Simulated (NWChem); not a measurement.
System: CH$_{6}$FNSi; SMILES N[SiH2]CF

Input file for NWChem:

```
start job
memory heap 200 mb stack 900 mb global 1100 mb
geometry units angstroms noautosym nocenter noautoz
  N      0.427772    -2.023538     0.000000
  Si    -0.454584    -0.539125     0.000000
  C      0.627276     1.031130     0.000000
  F     -0.192168     2.145976     0.000000
  H      0.859395    -2.391449    -0.838480
  H      0.859395    -2.391449     0.838480
  H     -1.301833    -0.488788     1.229050
  H     -1.301833    -0.488788    -1.229050
  H      1.285075     1.068213    -0.888172
  H      1.285075     1.068213     0.888172
end
basis spherical
  N library 6-31g*
  Si library 6-31g*
  C library 6-31g*
  F library 6-31g*
  H library 6-31g*
end
dft
  xc hfexch
  iterations 150
  mulliken
end
task dft energy
esp
  recalculate
  probe 0.07
  range 0.3
  factor 1.0
  spacing 0.02
end
task esp
```

Excerpt of the output:

```
             Northwest Computational Chemistry Package (NWChem) 7.3.0
             --------------------------------------------------------

                             Geometry "geometry" -> ""
                             -------------------------

 Output coordinates in angstroms (scale by  1.889725989 to convert to a.u.)

  No.       Tag          Charge          X              Y              Z
 ---- ---------------- ---------- -------------- -------------- --------------
    1 N                    7.0000     0.42777200    -2.02353800     0.00000000
    2 Si                  14.0000    -0.45458400    -0.53912500     0.00000000
    3 C                    6.0000     0.62727600     1.03113000     0.00000000
    4 F                    9.0000    -0.19216800     2.14597600     0.00000000
    5 H                    1.0000     0.85939500    -2.39144900    -0.83848000
    6 H                    1.0000     0.85939500    -2.39144900     0.83848000
    7 H                    1.0000    -1.30183300    -0.48878800     1.22905000
    8 H                    1.0000    -1.30183300    -0.48878800    -1.22905000
    9 H                    1.0000     1.28507500     1.06821300    -0.88817200
   10 H                    1.0000     1.28507500     1.06821300     0.88817200

 Effective nuclear repulsion energy (a.u.)     170.4638776147

  xc_inp: hfexch multiplicative factor not found.

                                 NWChem DFT Module
                                 -----------------

 Summary of "ao basis" -> "ao basis" (spherical)
 ------------------------------------------------------------------------------
       Tag                 Description            Shells   Functions and Types
 ---------------- ------------------------------  ------  ---------------------
 N                           6-31g*                  6       14   3s2p1d
 Si                          6-31g*                  8       18   4s3p1d
 C                           6-31g*                  6       14   3s2p1d
 F                           6-31g*                  6       14   3s2p1d
 H                           6-31g*                  2        2   2s

            General Information
            -------------------
          SCF calculation type: DFT
          Wavefunction type:  closed shell.
          No. of atoms     :    10
          No. of electrons :    42
           Alpha electrons :    21
            Beta electrons :    21
          Charge           :     0
          Spin multiplicity:     1
          Use of symmetry is: off; symmetry adaption is: off
          Maximum number of iterations: 150
          AO basis - number of functions:    72
                     number of shells:    38
          Convergence on energy requested:  1.00D-06
          Convergence on density requested:  1.00D-05
          Convergence on gradient requested:  5.00D-04

              XC Information
              --------------
                     Hartree-Fock (Exact) Exchange  1.000

      Superposition of Atomic Density Guess
      -------------------------------------

 Sum of atomic energies:        -483.13302717

      Non-variational initial energy
      ------------------------------

 Total energy =    -484.706744
 1-e energy   =   -1005.769365
 2-e energy   =     350.598744
 HOMO         =      -0.298494
 LUMO         =       0.041508

     ---------------------------------------------
      Total Density - Mulliken Population Analysis
     ---------------------------------------------

    Atom       Charge   Shell Charges
 -----------   ------   -------------------------------------------------------
    1 N    7     8.23   2.00  0.82  2.68  0.81  1.90  0.01
    2 Si  14    13.29   2.00  2.00  5.97  0.94  1.56  0.25  0.39  0.18
    3 C    6     6.10   2.00  0.70  1.74  0.64  0.98  0.05
    4 F    9     9.49   2.00  0.94  3.41  1.00  2.12  0.01
    5 H    1     0.55   0.41  0.15
    6 H    1     0.55   0.41  0.15
    7 H    1     1.08   0.48  0.60
    8 H    1     1.08   0.48  0.60
    9 H    1     0.81   0.48  0.34
   10 H    1     0.81   0.48  0.34

   convergence    iter        energy       DeltaE   RMS-Dens  Diis-err
 ---------------- ----- ----------------- --------- --------- ---------
 d= 0,ls=0.0,diis     1   -484.0970001654 -6.55D+02  7.17D-03  4.84D-01
 d= 0,ls=0.0,diis     2   -484.1501347255 -5.31D-02  2.44D-03  1.17D-01
 d= 0,ls=0.0,diis     3   -484.1618700498 -1.17D-02  9.38D-04  5.13D-03
 d= 0,ls=0.0,diis     4   -484.1627206738 -8.51D-04  1.62D-04  9.27D-05
 d= 0,ls=0.0,diis     5   -484.1627393934 -1.87D-05  4.82D-05  1.13D-05
  Resetting Diis
 d= 0,ls=0.0,diis     6   -484.1627415455 -2.15D-06  2.00D-05  1.31D-06
 d= 0,ls=0.0,diis     7   -484.1627418357 -2.90D-07  4.79D-06  8.54D-08

         Total DFT energy =     -484.162741835734
      One electron energy =    -1009.038687590379
           Coulomb energy =      398.883280171746
    Exchange-Corr. energy =      -44.471212031817
 Nuclear repulsion energy =      170.463877614716

 Numeric. integr. density =        0.000000000000

                       DFT Final Molecular Orbital Analysis
                       ------------------------------------

 Vector   19  Occ=2.000000D+00  E=-4.674712D-01
              MO Center=  2.0D-01, -4.1D-01, -3.2D-13, r^2= 3.5D+00
   Bfn.  Coefficient  Atom+Function         Bfn.  Coefficient  Atom+Function
  ----- ------------  ---------------      ----- ------------  ---------------
     3      0.276873   1 N  px               21      0.246343   2 Si px
     7      0.240281   1 N  px               35     -0.220475   3 C  px
     4      0.202115   1 N  py               36     -0.185688   3 C  py
    49      0.182364   4 F  px                8      0.177306   1 N  py
    22      0.176222   2 Si py               53      0.151603   4 F  px

 Vector   20  Occ=2.000000D+00  E=-4.663325D-01
              MO Center= -7.9D-01, -3.1D-01,  3.7D-13, r^2= 3.0D+00
   Bfn.  Coefficient  Atom+Function         Bfn.  Coefficient  Atom+Function
  ----- ------------  ---------------      ----- ------------  ---------------
    23      0.359531   2 Si pz               66      0.287516   7 H  s
    68     -0.287516   8 H  s                65      0.221027   7 H  s
    67     -0.221027   8 H  s                37     -0.153532   3 C  pz
    19     -0.145507   2 Si pz               51      0.099593   4 F  pz
    70      0.098094   9 H  s                72     -0.098094  10 H  s

 Vector   21  Occ=2.000000D+00  E=-3.926950D-01
              MO Center=  2.2D-01, -9.0D-01,  1.6D-14, r^2= 3.3D+00
   Bfn.  Coefficient  Atom+Function         Bfn.  Coefficient  Atom+Function
  ----- ------------  ---------------      ----- ------------  ---------------
     3      0.343599   1 N  px                7      0.326901   1 N  px
     4      0.282886   1 N  py                8      0.272739   1 N  py
    38     -0.215545   3 C  s                36      0.212860   3 C  py
    35      0.186281   3 C  px               39      0.154545   3 C  px
    50     -0.140481   4 F  py               22     -0.131917   2 Si py

 Vector   22  Occ=0.000000D+00  E= 1.530133D-01
              MO Center= -3.1D-02, -8.1D-01,  2.1D-13, r^2= 5.2D+00
   Bfn.  Coefficient  Atom+Function         Bfn.  Coefficient  Atom+Function
  ----- ------------  ---------------      ----- ------------  ---------------
     6      1.187861   1 N  s                25     -0.814961   2 Si px
    26      0.794833   2 Si py               24     -0.428708   2 Si s
    62     -0.290204   5 H  s                64     -0.290204   6 H  s
    38      0.288182   3 C  s                66     -0.205379   7 H  s
    68     -0.205379   8 H  s                52     -0.177332   4 F  s

[...]

                     NWChem Electrostatic Potential Fit Module
                     -----------------------------------------

 Atom parameters

 Number of atoms is                                   10
 Number of basis functions is                         72

 Grid parameters

 Maximum number of grid points is                  42683
 Number of grid points is                          42682
 Grid range                                     0.300000 nm
 Grid spacing                                   0.020000 nm
 Probe radius                                   0.070000 nm
 Atom radius factor                             1.000000

 Atomic radii

    1    0.100000
    6    0.147000
    7    0.140000
    9    0.128000
   14    0.187000
 FASTESP  F
  using M.O. file = ./job.movecs

    Atom              Coordinates                           Charge

                                                  ESP

    1 N     0.042777   -0.202354    0.000000   -1.054870
    2 Si   -0.045458   -0.053913    0.000000    0.808850
    3 C     0.062728    0.103113    0.000000    0.085682
    4 F    -0.019217    0.214598    0.000000   -0.316045
    5 H     0.085940   -0.239145   -0.083848    0.380950
    6 H     0.085940   -0.239145    0.083848    0.381673
    7 H    -0.130183   -0.048879    0.122905   -0.174221
    8 H    -0.130183   -0.048879   -0.122905   -0.172614
    9 H     0.128508    0.106821   -0.088817    0.030076
   10 H     0.128508    0.106821    0.088817    0.030519
                                            ------------
                                                0.000000

 Dipole moment                                  1.284429

 Quadrupole moment Qxx                          7.244865
                   Qyy                        -15.438654
                   Qzz                          8.193789

 RMS deviation kJ/mol                           0.057599

 RRMS %                                        24.296844
```

Level: Hartree-Fock/6-31G* (spherical d). Structure relaxed at the PBE0/def2-SVP level.
